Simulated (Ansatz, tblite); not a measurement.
Removing and adding an electron: the cluster Cs3 (the lowest doublet isomer of a short search). The state is a doublet with charge 0. Geometry: PBE/def2-TZVP. Ansatz, gas phase; energy differences of separate SCF runs; the oxidised species is a singlet (the triplet lies 0.54 eV higher at PBE0/def2-TZVP); the reduced species is a triplet (the singlet lies 0.09 eV higher at PBE0/def2-TZVPD).

```xyz
3

Cs   -3.280    0.635    0.147
Cs    0.898    0.004   -2.407
Cs    2.382   -0.639    2.261
```

In the def2 sets Cs takes a core potential; there is no spin–orbit coupling. The xTB rows come from tblite. Correlated methods freeze no core orbitals; core or outer-core shells of Cs are correlated, in sets that lack core-valence functions. In CCSD on the charge 0 doublet the largest single amplitude is 0.24, so its Hartree–Fock determinant may place the open shell otherwise than the density functionals do. The structure comes from a short search, and lower isomers may exist.

```csv
level,−HOMO (eV),vertical IE (eV),−LUMO (eV),vertical EA (eV),HOMO–LUMO gap (eV),IE − EA (eV),remarks
GFN1-xTB,–,8.74,–,–,–,–,–
GFN2-xTB,–,5.82,–,1.08,–,4.74,–
PBE/def2-TZVP,1.96,3.19,1.61,–,0.35,–,restricted SCF unstable in HF (+1 singlet)
PBE/def2-TZVPD,1.96,–,1.61,0.64,0.35,–,HOMO above zero (-1 triplet)
r2SCAN/def2-TZVP,2.04,3.12,1.45,–,0.59,–,"restricted SCF unstable in HF (+1 singlet), spin-contaminated (⟨S²⟩ 0.87) (doublet)"
r2SCAN/def2-TZVPD,2.02,–,1.46,0.64,0.56,–,"HOMO above zero (-1 triplet), spin-contaminated (⟨S²⟩ 0.89) (doublet), spin-contaminated (⟨S²⟩ 2.14) (-1 triplet)"
PBE0/def2-TZVP,2.27,3.12,1.25,–,1.02,–,restricted SCF unstable in HF (+1 singlet)
PBE0/def2-TZVPD,2.26,–,1.24,0.63,1.02,–,HOMO above zero (-1 triplet)
CCSD/def2-TZVPP,–,2.98,–,–,–,–,"large T1 (0.068) (doublet), restricted SCF unstable (+1 singlet), spin-contaminated (⟨S²⟩ 1.29) (doublet)"
CCSD(T)/def2-TZVPP,–,3.01,–,–,–,–,"large T1 (0.068) (doublet), restricted SCF unstable (+1 singlet), spin-contaminated (⟨S²⟩ 1.29) (doublet)"
```

Run but left out: HF/def2-TZVPP, MP2/def2-TZVPP (doublet: ⟨S²⟩ 1.29, where a pure state has 0.75).   A HOMO above zero means that the electron is unbound at that level or that self-interaction error raises the level; the energy of removing that electron tells which. HOMO and LUMO are the levels of the spin that leaves or enters (xTB has no such levels and no spin-polarisation term). Other spin states of the ions may lie lower, which would lower the ionisation energy or raise the affinity. Raw xTB energy differences between charge states are shifted by several eV; the methods need an empirical correction for them.
